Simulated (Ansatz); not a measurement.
Isomers of CH5AlFN, B3LYP-D3(BJ)/def2-TZVP minima from an xTB search, which can miss the lowest.
Isomer 1, SMILES [CH3][Al]([NH2])[F] (charge 0, multiplicity 1):
```xyz
9

C     -1.4923    -0.1543    -0.0641
Al     0.3061     0.3154     0.4924
N      1.7632    -0.1049    -0.4091
F      0.5411     1.1670     1.8990
H     -1.4980    -0.7107    -1.0036
H     -2.1070     0.7391    -0.1999
H     -1.9894    -0.7675     0.6917
H      1.7745    -0.6177    -1.2764
H      2.7019     0.1337    -0.1301
```
Isomer 2, SMILES C[NH][AlH][F] (charge 0, multiplicity 1, Z-matrix in Å and degrees):
```
N
H 1 1.0099
C 1 1.4574 2 112.17
H 3 1.0918 1 109.90 2 -179.99
H 3 1.0948 4 107.26 1 122.14
H 3 1.0948 4 107.26 5 115.72
Al 1 1.7612 2 120.28 3 179.99
F 7 1.6575 1 117.80 2 0.02
H 7 1.5643 8 119.95 1 179.99
```

Cores are frozen in the correlated methods. MP2 and its Hartree–Fock in cc-pV(Q+d)Z are density fitted.

Run with Ansatz (Gaussian basis) for Hartree–Fock, density functionals and correlated methods. 

The energy of isomer 2 above isomer 1 is E(isomer 2) − E(isomer 1). Total energies (hartree):

```json
[
 {"level": "HF/cc-pV(T+d)Z", "isomer 2": "-436.7768686", "isomer 1": "-436.8072793"},
 {"level": "MP2/cc-pV(T+d)Z", "isomer 2": "-437.5005032", "isomer 1": "-437.5353419"},
 {"level": "HF/cc-pV(Q+d)Z", "isomer 2": "-436.7969433", "isomer 1": "-436.8273997"},
 {"level": "MP2/cc-pV(Q+d)Z", "isomer 2": "-437.5758468", "isomer 1": "-437.6114529"},
 {"level": "CCSD(T)/cc-pV(T+d)Z", "isomer 2": "-437.5518628", "isomer 1": "-437.5852465"}
]
```

Problem. Work out the energy of isomer 2 above isomer 1 at the basis-set limit: extrapolate the MP2 correlation part as X⁻³, take Hartree–Fock from the larger set, and add the CCSD(T) − MP2 difference of cc-pV(T+d)Z.

Solution. 
1. Differences (1 hartree = 627.509 kcal/mol): HF/cc-pV(T+d)Z 19.083; MP2/cc-pV(T+d)Z 21.862; HF/cc-pV(Q+d)Z 19.112; MP2/cc-pV(Q+d)Z 22.343; CCSD(T)/cc-pV(T+d)Z 20.949.
2. Correlation parts, MP2 less HF: 2.779 in cc-pV(T+d)Z (X = 3), 3.231 in cc-pV(Q+d)Z (X = 4).
3. Limit (4³·(3.231) − 3³·(2.779))/(4³ − 3³) = 3.562; with HF/cc-pV(Q+d)Z it gives 22.674.
4. CCSD(T) less MP2 in cc-pV(T+d)Z: -0.913.
Result: 21.76 kcal/mol, against 21.86 at MP2/cc-pV(T+d)Z. It is an estimate of this method's limit, not of the exact value.

Ansatz is a program for electronic structure.
